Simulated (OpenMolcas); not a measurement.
Dy3+ among 2 point charges of -1 e arranged as a linear pair (D∞h).

- Program: OpenMolcas
- Method: CASSCF
- Basis: ANO-RCC-VDZP [7s6p4d2f1g]
- Scalar Hamiltonian: DKH2, point nucleus
- Active space: 9 electrons in 7 orbitals (4f)
- State averaging: 2S+1 = 6 odd, 21 roots; 2S+1 = 4 odd, 115 roots kept (CI in the orbitals of an earlier block, 108 in the spin-orbit step); 2S+1 = 2 odd, 82 roots kept (CI in the orbitals of an earlier block, 40 in the spin-orbit step)
- Spin-orbit coupling: state interaction with AMFI integrals over the reference wave functions

All point charges move together. At R = 2.69 Å the width of the lowest J multiplet is 1032 cm-1, and at R = 3.07 Å it is 700 cm-1.

A third run gives 772 cm-1. What distance was it run at?

With a power law R^-n the two known points give n = -ln(700 / 1032) / ln(3.07 / 2.69) = 2.94. Then R = 2.69 × (1032 / 772)^(1/2.94) = 2.969 Å. The run was at 2.97 Å, so the estimate is off by -0.001 Å.

High states are left out of the spin-orbit mixing, which shifts the levels that they would mix with. This is an electrostatic model: the charges have no orbitals. A group larger than the point group allows holds several states that coincide in this model. No measured value stands beside these numbers.
